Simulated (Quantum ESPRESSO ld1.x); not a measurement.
Species: Cr IV. Configuration: [Ar] 3d3.

Method: Dirac Kohn-Sham, revPBE, spin-unpolarised, spherical densities, point nucleus; open shells fill j = l - 1/2 first; computed with ld1.x of Quantum ESPRESSO 7.5.

Energy parts (hartree):
part                     energy
total                 -1048.723
kinetic                1061.155
electron-nucleus      -2474.252
Hartree                 412.096
exchange-correlation    -47.722

Orbitals (lengths in bohr, moments of r in powers of bohr):
| orbital | occ. | eigenvalue (hartree) | <1/r> | <r^4> | <r> |
|---|---|---|---|---|---|
| 1s1/2 | 2 | -217.553 | 23.89 | 0.00007589 | 0.06354 |
| 2s1/2 | 2 | -25.9982 | 5.069 | 0.01803 | 0.2928 |
| 2p1/2 | 2 | -22.2895 | 5.007 | 0.01378 | 0.2579 |
| 2p3/2 | 4 | -21.9719 | 4.931 | 0.01431 | 0.2607 |
| 3s1/2 | 2 | -4.14108 | 1.591 | 1.315 | 0.8878 |
| 3p1/2 | 2 | -3.10095 | 1.472 | 1.777 | 0.9328 |
| 3p3/2 | 4 | -3.06174 | 1.456 | 1.837 | 0.9407 |
| 3d3/2 | 3 | -1.43552 | 1.166 | 5.095 | 1.106 |
| 3d5/2 | 0 | -1.43148 | 1.162 | 5.145 | 1.109 |

The highest occupied level is 3d3/2 at -39.063 eV. The density falls to 0.001 e/bohr^3 at r = 2.79 bohr. For comparison, the ionisation energy in NIST's Atomic Spectra Database is 49.16 eV (semi-empirical). In exact Kohn-Sham theory the highest level is minus the ionisation energy, but local and semilocal functionals leave it too shallow, through self-interaction and a potential that decays too fast; potentials with the right tail come closer.

Beside tabulated values, note that spin-unpolarised runs miss the spin-polarisation part of the exchange energy of open shells.
